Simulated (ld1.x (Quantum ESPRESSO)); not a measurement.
Values are calculated unless marked as measured or tabulated.
Potentials for sulfur compared

Generated with ld1.x 7.5 (TM, RRKJ, ultrasoft, PAW), atompaw 4.2 or ONCVPSP 4.0.1. The cutoff is in Ry: for ld1.x and atompaw files where the sum of valence levels is converged to 10 mRy in a Bessel basis, for ONCV files where the hardest occupied wave has 1 mHa per electron of residual kinetic energy. The error is the largest all-electron minus pseudo excitation energy over each file’s own four to seven test configurations (ionisations up to +4, promotions, holes and added fractions of an electron), all of which were solved. The labels leave out finer settings (local radius, basis sizes, second energies), which also bear on the numbers. Spin-polarised tests are not counted. The rows are a selection from randomly drawn settings: files with unsolved tests, undetermined cutoffs or missed reference levels are left out.

| potential | cutoff (Ry) | largest error (meV) | bound ghosts |
| --- | --- | --- | --- |
| TM, PBEsol, non-relativistic, rc 1.22/1.44/1.32 (spd), local s, core correction no, reference 3s2 3p3.5 | 45 | +81 | none |
| ultrasoft, PBEsol, scalar-relativistic, rc 1.55/1.40 (sp), local smoothed, core correction yes, reference 3s1 3p5 | 15 | +13 | none |
| RRKJ, revPBE, scalar-relativistic, rc 1.20/1.10/1.20 (spd), local p, core correction yes, reference 3s2 3p3.5 | 90 | +130 | none |
| TM, PBE, fully relativistic, rc 1.00/1.25 (sp), local smoothed, core correction no, reference 3s2 3p4 | 90 | +162 | none |
| RRKJ, PBE, non-relativistic, rc 1.25/1.60 (sp), local smoothed, core correction yes, reference 3s2 3p3.75 | 35 | +274 | none |

Task: Fill in the row for S: ultrasoft, PBE, scalar-relativistic, rc 1.50/1.35 (sp), local smoothed, core correction yes, reference 3s2 3p4.

Result: cutoff 15 Ry, largest error +50 meV, bound ghosts: none.

Task: Fill in the row for S: TM, PBE, non-relativistic, rc 1.00/1.35/1.30 (spd), local d, core correction yes, reference 3s2 3p4.

Result: cutoff 80 Ry, largest error +648 meV, bound ghosts: none.

Task: Fill in the row for S: ultrasoft, LDA (PZ), non-relativistic, rc 1.25/1.50 (sp), local smoothed, core correction yes, reference 3s2 3p4.

Result: cutoff 25 Ry, largest error +25 meV, bound ghosts: none.
